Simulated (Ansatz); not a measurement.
CH3AlINO (`[I][Al]1[NH]C[O]1`), 8 atoms. Charge 0, multiplicity 1. Correlated methods include outer-core shells of I, which these sets cover unevenly. I takes the def2 core potential. All runs use 4 threads of an AMD EPYC 7B13 on a shared host. Correlated methods freeze the cores.

(1) How many basis functions does each run have, and how long does it take in Ansatz? RKS ωB97X-V/def2-TZVPP energy; RHF-CCSD(T)/def2-SVP energy; RKS PBE0-D4/def2-TZVP frequencies; direct RPA on PBE orbitals/def2-TZVPP energy; RKS PBE-QIDH (frozen core)/def2-TZVPP energy; RKS PBE0-D4/def2-SVP energy; RHF-MP2/def2-QZVPP energy; RKS PBE0-D4/def2-QZVPP energy; RKS BHLYP-D4/def2-TZVPP energy; RKS ωB97M-V/def2-QZVPP energy; RKS PBE0-D4/def2-TZVP relaxation (6 steps); RHF-CCSD(T)/def2-TZVPP energy. (Best estimate.)

Answers

(1) Computed: Other jobs shared the machine, so times are rough.

```tsv
level	job	functions	wall time	peak host memory (GiB)
RKS PBE0-D4/def2-SVP	energy	101	1.1 s	0.23
RKS BHLYP-D4/def2-TZVPP	energy	227	2.5 s	0.62
RKS PBE-QIDH (frozen core)/def2-TZVPP	energy	227	4.4 s	0.63
direct RPA on PBE orbitals/def2-TZVPP	energy	227	4.6 s	0.61
RHF-CCSD(T)/def2-SVP	energy	101	4.8 s	0.49
RKS ωB97X-V/def2-TZVPP	energy	227	5.5 s	0.73
RKS PBE0-D4/def2-QZVPP	energy	413	6 s	1.5
RKS ωB97M-V/def2-QZVPP	energy	413	13 s	1.8
RHF-MP2/def2-QZVPP	energy	413	14 s	2.2
RKS PBE0-D4/def2-TZVP	relaxation (6 steps)	198	21 s	0.55
RKS PBE0-D4/def2-TZVP	frequencies	198	100 s	0.56
RHF-CCSD(T)/def2-TZVPP	energy	227	120 s	4.3
```
